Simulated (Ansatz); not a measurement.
# Run times for C4H6F2Si (Si(vinyl)2F2)

The species is C4H6F2Si (13 atoms), meant as a singlet with charge 0. As SMILES, `C=C[Si](F)(F)C=C`. The coordinates come from a GFN2-xTB relaxation. This is one conformer, not always the lowest.

```
atom    x (Å)    y (Å)    z (Å)
  Si  -0.4880   0.2489  -0.5235
   C  -0.5778   0.2439   1.3524
   C  -1.7118   0.2405   2.0390
   H   0.3559   0.2399   1.9014
   H  -2.6715   0.2435   1.5491
   H  -1.7313   0.2334   3.1182
   C   1.2383   0.2497  -1.2486
   C   1.9878  -0.8305  -1.4162
   H   1.6440   1.2084  -1.5470
   H   1.6381  -1.8123  -1.1412
   H   2.9764  -0.7849  -1.8456
   F  -1.3082   1.4937  -1.1263
   F  -1.3519  -0.9741  -1.1117
```

Program: Ansatz 0.2.0. Hardware: 1 thread of Intel Xeon at 2.70GHz, shared host, so times are rough. Ansatz fits the integrals of SCF and DFT runs by default. Its times include its search for lower SCF states.

Task: Estimate their order by wall time, quickest first.
A. gradient at SVWN5/6-31G
B. gradient at HF/STO-3G
C. gradient at PBE/6-311G**

Result: B (2.9 s), A (9.6 s), C (24 s).
